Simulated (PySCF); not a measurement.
Species: C₃H₅Ga.
SMILES: `C#[C][GaH][CH3]`

The calculation used PBE0-D3(BJ)/def2-SVP geometry optimisation, gas phase (PySCF 2.14.0).

Take the most abundant isotopes and a rigid rotor. 

Q: Give the principal moments of inertia and the rotational constants in MHz.

A: Ia = 37.86, Ib = 184.29, Ic = 218.99 u·Å²; 505379 MHz·u·Å²/I gives A = 13349, B = 2742, C = 2308 MHz.

Q: What kind of rotor is it?

A: A near-prolate asymmetric top; Ray's κ = -0.921.

Q: What does the inertial defect say?

A: Not planar: Δ = Ic − Ia − Ib = -3.15 u·Å². For a rigid frame Δ = −2 Σ m c², so Σ m c² = 1.58 u·Å² lies off the ab plane, practically all of it from hydrogen. The atom farthest from that plane is 0.89 Å away.

Q: Give the coordinates in the principal-axis frame, origin at the centre of mass.

A: The sense of each axis is arbitrary; atoms in the order of the calculation.
```json
{"atom": "C1", "mass (u)": "12.000", "a (Å)": "2.661", "b (Å)": "-0.452", "c (Å)": "-0.001"}
{"atom": "C2", "mass (u)": "12.000", "a (Å)": "1.479", "b (Å)": "-0.144", "c (Å)": "0.001"}
{"atom": "Ga3", "mass (u)": "68.926", "a (Å)": "-0.383", "b (Å)": "0.342", "c (Å)": "0.000"}
{"atom": "C4", "mass (u)": "12.000", "a (Å)": "-1.699", "b (Å)": "-1.108", "c (Å)": "0.000"}
{"atom": "H5", "mass (u)": "1.008", "a (Å)": "3.702", "b (Å)": "-0.725", "c (Å)": "-0.003"}
{"atom": "H6", "mass (u)": "1.008", "a (Å)": "-0.722", "b (Å)": "1.871", "c (Å)": "-0.002"}
{"atom": "H7", "mass (u)": "1.008", "a (Å)": "-2.736", "b (Å)": "-0.746", "c (Å)": "-0.010"}
{"atom": "H8", "mass (u)": "1.008", "a (Å)": "-1.539", "b (Å)": "-1.754", "c (Å)": "-0.879"}
{"atom": "H9", "mass (u)": "1.008", "a (Å)": "-1.552", "b (Å)": "-1.742", "c (Å)": "0.890"}
```

Q: Predict some low-J microwave lines.

A: The dipole components are |μa| = 0.35 D, |μb| = 0.61 D, |μc| = 0.00 D; the mirror of this Cs structure is the ab plane, so μc vanishes by symmetry and there are no c-type lines. Intensities carry the squares of the components, which stand as 0.32 : 1.00 (a : b). Some lines, for components of 0.1 D or more:

```tsv
type	branch	J(Ka,Kc)	MHz	lower level (cm⁻¹)
a	Q	1(1,0) ← 1(1,1)	435	0.522
a	Q	2(1,1) ← 2(1,2)	1304	0.845
a	Q	3(1,2) ← 3(1,3)	2607	1.328
b	R	3(0,3) ← 2(1,2)	4913	0.845
a	R	1(0,1) ← 0(0,0)	5050	0.000
a	R	2(1,2) ← 1(1,1)	9666	0.522
b	Q	1(1,0) ← 1(0,1)	11041	0.168
a	R	3(1,3) ← 2(1,2)	14490	0.845
a	R	3(0,3) ← 2(0,2)	15098	0.505
a	R	3(2,2) ← 2(2,1)	15150	1.950
a	R	3(2,1) ← 2(2,0)	15203	1.950
b	R	1(1,1) ← 0(0,0)	15657	0.000
a	R	3(1,2) ← 2(1,1)	15794	0.888
b	R	2(1,2) ← 1(0,1)	20272	0.168
b	Q	3(2,1) ← 3(1,2)	31242	1.415
b	Q	2(2,0) ← 2(1,1)	31833	0.888
b	Q	3(2,2) ← 3(1,3)	33784	1.328
b	R	2(2,1) ← 1(1,0)	42355	0.537
b	R	3(2,2) ← 2(1,1)	46970	0.888
b	R	3(2,1) ← 2(1,2)	48340	0.845
b	Q	3(3,0) ← 3(2,1)	54063	2.457
b	Q	3(3,1) ← 3(2,2)	54128	2.455
b	R	3(3,1) ← 2(2,0)	69265	1.950
b	R	3(3,0) ← 2(2,1)	69279	1.950
```

Stationary, but not proved a minimum. Constants of a rigid frame at the computed geometry: no zero-point averaging, no centrifugal distortion. A rigid rotor knows nothing of internal rotation, which can split or shift real lines. Quadrupole hyperfine structure (69Ga) is left out.
